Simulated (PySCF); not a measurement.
## Stationary points of [GeSe2]-

All numbers come from PySCF, PBE0, basis Ge def2-SVPD, Se def2-SVPD (no relativity, density fitting).

Relaxations began from a few typed shapes; open shells are unrestricted. The search is not exhaustive: other isomers or separated fragments can lie lower, and high-lying points may rest on an excited occupation.

**Question.** Which is the lowest minimum found?
A. doublet C2v: Ge–Se 2.249 Å (×2); Se–Ge–Se 131.4°
B. doublet D∞h: Ge–Se 2.304 Å (×2); Se–Ge–Se 180.0°

**Answer.** A. The others lie at 71.0 (doublet D∞h, a saddle point) kJ/mol above it.

For the lowest minimum: the lowest empty level of this anion is unbound, so it and the gap depend on the basis.
